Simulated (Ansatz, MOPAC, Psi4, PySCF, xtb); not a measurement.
Noncovalent pair: HF (SMILES F) (first 2 atoms) with C4H6 (SMILES C=CC=C); geometry from B3LYP-D3(BJ)/def2-TZVP, rigid monomers moved along the line of their centres of mass till H2···C3 is 2.44 Å.
(charge 0, multiplicity 1):
```xyz
12

F      0.5360     0.0197     0.2479
H      0.6546     0.2495     1.1478
C      1.0419     1.2923     3.3212
C      0.5945     0.1004     3.7348
C     -0.7980    -0.2016     4.0154
C     -1.2258    -1.3957     4.4250
H      0.3677     2.1292     3.1803
H      2.0928     1.4708     3.1380
H      1.3015    -0.7124     3.8771
H     -1.5088     0.6073     3.8745
H     -2.2712    -1.5860     4.6257
H     -0.5391    -2.2215     4.5692
```

```json
[
 {"level": "GFN-FF", "interaction energy (kcal/mol)": "-3.08", "cost": "-"},
 {"level": "PM3", "interaction energy (kcal/mol)": "-1.95", "cost": "-"},
 {"level": "GFN1-xTB", "interaction energy (kcal/mol)": "-2.83", "cost": "-"},
 {"level": "HF/STO-3G (no counterpoise)", "interaction energy (kcal/mol)": "-0.93", "cost": "-"},
 {"level": "HF/6-31G*", "interaction energy (kcal/mol)": "-3.24", "cost": "-"},
 {"level": "r2SCAN-D4/def2-TZVPPD", "interaction energy (kcal/mol)": "-4.78", "cost": "×2"},
 {"level": "B3LYP/6-31G*", "interaction energy (kcal/mol)": "-3.81", "cost": "-"},
 {"level": "B3LYP/6-311+G** (no counterpoise)", "interaction energy (kcal/mol)": "-4.09", "cost": "-"},
 {"level": "B3LYP/def2-TZVPPD", "interaction energy (kcal/mol)": "-3.63", "cost": "×1"},
 {"level": "PBE0-D4/def2-TZVPPD", "interaction energy (kcal/mol)": "-4.73", "cost": "×1"},
 {"level": "MP2/6-31G*", "interaction energy (kcal/mol)": "-3.49", "cost": "-"},
 {"level": "SCS-MP2/aug-cc-pVDZ", "interaction energy (kcal/mol)": "-3.42", "cost": "-"},
 {"level": "CCSD(T)/aug-cc-pVDZ", "interaction energy (kcal/mol)": "-3.65", "cost": "×10"},
 {"level": "SAPT0/jun-cc-pV(D+d)Z", "interaction energy (kcal/mol)": "-4.08", "cost": "-"}
]
```

The rows run from -4.78 (r2SCAN-D4/def2-TZVPPD) to -0.93 kcal/mol (HF/STO-3G (no counterpoise)).

Monomers are frozen at their geometry in the pair; levels with a basis set take the counterpoise correction. Rows marked so take none.

Cores are frozen in the correlated methods. Rows in 6-311+G**, 6-31G*, STO-3G carry no dispersion term and start afresh at each structure (6-31G* with six Cartesian d functions). MP2/6-31G* freezes PySCF's default core. The state that PM3 reach isn't checked.

Run with Ansatz (Gaussian basis) for Hartree–Fock, density functionals and correlated methods; MOPAC for PM3 (differences of heats of formation); Psi4 for SAPT; PySCF for 6-311+G** rows, 6-31G* rows, STO-3G rows, the dispersion terms; xtb for the GFN methods. 

Costs are rough ratios of core time to PBE/def2-TZVPPD (about 7 s over the structures, on one shared machine); a dash marks a level with no comparable run of its own.

Ansatz is a quantum-chemistry and plane-wave program.
